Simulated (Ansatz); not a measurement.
```yaml
atoms:
  - { symbol: Li, position_ang: [0.0039, -0.0027, -0.4083] }
  - { symbol: H, position_ang: [-0.0091, -0.0012, 1.2024] }
```

Basis set: STO-3G (spherical functions). All electrons are correlated. Charge 0, multiplicity 1.

Computed with Ansatz (development build ahead of 0.2.0); each method stands on the lowest determinant of its kind that the runs found. Restricted open shells among the atoms or ions are ROHF, correlated in semicanonical orbitals with singles.

The atomization energy at this shape (free ground-state atoms in the same class of orbitals less the molecule, no zero-point energy) of singlet LiH:

```
 method  atomization energy
RHF-MP2             2.51 eV
```

Question: What does RHF give?

Answer: 2.16 eV.

This basis has no polarisation functions and is too small for such energies, which can lie far from measured ones in either direction.
